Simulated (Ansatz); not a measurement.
`CN[BH][AlH2]` + H–F → `F[BH][AlH2]` + CH₃NH₂ at 600 K and 1 bar (ligand exchange at a B–N bond).

Calculated with Ansatz (gas phase, PBE0-D4/def2-TZVP geometries, no zero-point term in ΔE). CCSD(T)/CBS is the MP2 limit (def2-TZVPP, def2-QZVPP) plus CCSD(T) − MP2 in def2-TZVPP, frozen cores. This one scheme is used for every species. Each species was taken in one conformer, which may not be the lowest.

```csv
species,CCSD(T)/CBS energy (Eh),H − E (kJ/mol),S (J/(mol·K))
`CN[BH][AlH2]`,-363.77062,273.4,421.1
H–F,-100.39570,42.3,194.0
`F[BH][AlH2]`,-368.40257,113.7,353.8
CH₃NH₂,-95.75281,199.3,283.8
```

H − E and S are ideal-gas, rigid-rotor, harmonic terms from PBE0-D4/def2-TZVP, for one conformer and one mirror image of each species. 1 Eh = 2625.50 kJ/mol, R = 8.31446 J/(mol·K).

**Question.** By hand: ΔE, ΔH, ΔS and ΔG.

**Answer.** ΔE = (-368.40257) + (-95.75281) − (-363.77062) − (-100.39570) = 0.01094 Eh = 28.7 kJ/mol. Δ(H − E) = 113.7 + 199.3 − 273.4 − 42.3 = -2.7, so ΔH = 26.0 kJ/mol. ΔS = 353.8 + 283.8 − 421.1 − 194.0 = 22.5 J/(mol·K). ΔG = 26.0 − 600 × (22.5)/1000 = 12.5 kJ/mol.

**Question.** By hand: the equilibrium constant, and the temperature at which ΔG would vanish if ΔH and ΔS stayed fixed.

**Answer.** log₁₀ K = −ΔG/(RT ln 10) = -1.1. ΔG = 0 at ΔH/ΔS = 1156 K.

TΔS isn't small against ΔH here. A doubt of 5 kJ/mol in ΔE shifts log₁₀ K by 0.4 here. Other conformers and mirror images would add mixing entropy, several J/(mol·K) or more a flexible species. These are equilibria of isolated gas molecules and say nothing of rates. Largest T1 diagnostic: 0.014 (customary marks: 0.02 for closed shells, 0.045 for open ones).
